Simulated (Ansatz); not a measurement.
SeSn (`[Se][Sn]`), relaxed with RKS PBE-D4/def2-SVP in Ansatz from a rough embedded geometry. The force threshold is 0.03 eV/Å; the program also tests the step.

The species carries charge 0 and has multiplicity 1. Sn takes the def2 core potential.

Start:

```xyz
2

Se    0.015    1.012   -0.586
Sn   -0.015   -1.012    0.586
```

| step | energy (eV) | largest force (eV/Å) | largest move (Å) |
| --- | --- | --- | --- |
| 1 | -71164.7390 | 0.606 | 0.000 |
| 2 | -71164.7449 | 0.346 | 0.026 |
| 3 | -71164.7485 | 0.014 | 0.011 |

End:

```xyz
2

Se    0.015    1.025   -0.594
Sn   -0.015   -1.025    0.594
```

It took 1.4 s on 4 threads of an Arm Neoverse V1 on a shared host, with 0.11 GiB of host memory at the peak.
